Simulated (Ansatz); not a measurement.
`B1CCO1` at its PBE0-D4/def2-TZVP geometry, where that method's forces vanish. Charge 0, multiplicity 1.

```xyz
9

B    -0.9377   -0.7412    0.0489
C     0.5328   -0.4325   -0.4384
C     0.2309    0.8672    0.3173
O    -1.1101    0.4479    0.6954
H    -1.7583   -1.6070   -0.0128
H     0.6932   -0.3223   -1.5115
H     1.3374   -1.0391   -0.0212
H     0.1817    1.7740   -0.2885
H     0.8300    1.0529    1.2108
```

(1) What forces (eV/Å) does PBE-D4/def2-TZVPP give on these atoms in the Gaussian-basis code of Ansatz? (Estimate.)

Answers

(1) Computed: 
```
B1   0.036 -0.427 -0.221
C2   0.003 -0.078 -0.039
C3   0.339  0.115 -0.091
O4  -0.614  0.332  0.425
H5  -0.104 -0.087  0.003
H6   0.048  0.011 -0.216
H7   0.170 -0.125  0.067
H8  -0.007  0.205 -0.122
H9   0.130  0.054  0.193
```
